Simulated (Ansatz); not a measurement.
What each rung costs, and what it gives

The pair of Cl⁻ (SMILES [Cl-], atom 1) and SiH3F (SMILES [SiH3]F, atoms 2–6), both closed shells, in one local arrangement (a lower one may exist), relaxed at PBE0-D4/def2-TZVPD:

```xyz
6
angstrom
Cl 0.0425 0.2508 -2.2477
Si -0.0037 -0.0220 0.1969
F -0.0355 -0.2097 1.8795
H 1.1711 0.8886 0.1791
H -1.3690 0.5568 0.0941
H 0.1947 -1.4646 -0.1019
```

Interaction energies are counterpoise-corrected; the time is that of the whole pair.

Ansatz 0.2.0; basis: as named in each row; cores frozen in the correlated methods. B3LYP uses VWN-RPA correlation. Extrapolation: Hartree–Fock as exp(−7.88 √X), correlation as X^−2.97.

Times are rough, for one single point on 2 threads of a shared host (Arm Neoverse V2).

The estimate by CCSD(T) at an estimated basis limit (MP2 extrapolated from triple and quadruple zeta, plus CCSD(T) − MP2 in triple zeta) is -141.6 kJ/mol.

```json
{"method": "HF", "basis": "STO-3G", "time (s)": "under 1", "interaction energy (kJ/mol)": "-43.4", "method less estimate": "98.2"}
{"method": "PBE-D4", "basis": "STO-3G", "time (s)": "under 1", "interaction energy (kJ/mol)": "-64.6", "method less estimate": "77.0"}
{"method": "SPW92", "basis": "def2-SVP", "time (s)": "under 1", "interaction energy (kJ/mol)": "-185.0", "method less estimate": "-43.4"}
{"method": "PBE-D4", "basis": "def2-SVP", "time (s)": "under 1", "interaction energy (kJ/mol)": "-163.5", "method less estimate": "-21.9"}
{"method": "B3LYP-D4", "basis": "6-31G", "time (s)": "under 1", "interaction energy (kJ/mol)": "-115.0", "method less estimate": "26.6"}
{"method": "PBE0-D4", "basis": "def2-SVP", "time (s)": "under 1", "interaction energy (kJ/mol)": "-167.8", "method less estimate": "-26.2"}
{"method": "CCSD(T)", "basis": "def2-SVP", "time (s)": "under 1", "interaction energy (kJ/mol)": "-142.2", "method less estimate": "-0.6"}
{"method": "revPBE-D4", "basis": "def2-TZVPPD", "time (s)": "2", "interaction energy (kJ/mol)": "-143.1", "method less estimate": "-1.5"}
{"method": "PBE-D4", "basis": "def2-TZVPPD", "time (s)": "2", "interaction energy (kJ/mol)": "-145.0", "method less estimate": "-3.4"}
{"method": "BLYP-D4", "basis": "def2-TZVPPD", "time (s)": "2", "interaction energy (kJ/mol)": "-129.5", "method less estimate": "12.1"}
{"method": "PBE0-D4", "basis": "def2-TZVPPD", "time (s)": "2", "interaction energy (kJ/mol)": "-148.1", "method less estimate": "-6.5"}
{"method": "HSE06-D4", "basis": "def2-TZVPPD", "time (s)": "3", "interaction energy (kJ/mol)": "-147.9", "method less estimate": "-6.3"}
{"method": "B3LYP-D4", "basis": "def2-TZVPPD", "time (s)": "3", "interaction energy (kJ/mol)": "-134.5", "method less estimate": "7.0"}
{"method": "wB97M-V", "basis": "def2-SVP", "time (s)": "3", "interaction energy (kJ/mol)": "-162.8", "method less estimate": "-21.2"}
{"method": "r2SCAN-D4", "basis": "def2-TZVPPD", "time (s)": "4", "interaction energy (kJ/mol)": "-145.3", "method less estimate": "-3.7"}
{"method": "B2PLYP", "basis": "def2-TZVPPD", "time (s)": "4", "interaction energy (kJ/mol)": "-128.8", "method less estimate": "12.8"}
{"method": "B97M-V", "basis": "def2-TZVPPD", "time (s)": "7", "interaction energy (kJ/mol)": "-140.8", "method less estimate": "0.8"}
{"method": "wB97X-V", "basis": "def2-TZVPPD", "time (s)": "7", "interaction energy (kJ/mol)": "-140.2", "method less estimate": "1.4"}
{"method": "wB97M-V", "basis": "def2-TZVPPD", "time (s)": "8", "interaction energy (kJ/mol)": "-141.7", "method less estimate": "-0.1"}
{"method": "MP2", "basis": "def2-QZVPPD", "time (s)": "10", "interaction energy (kJ/mol)": "-141.5", "method less estimate": "0.1"}
{"method": "CCSD(T)", "basis": "def2-TZVPPD", "time (s)": "39", "interaction energy (kJ/mol)": "-133.0", "method less estimate": "8.5"}
```

No T1 diagnostic of these runs exceeds 0.013.
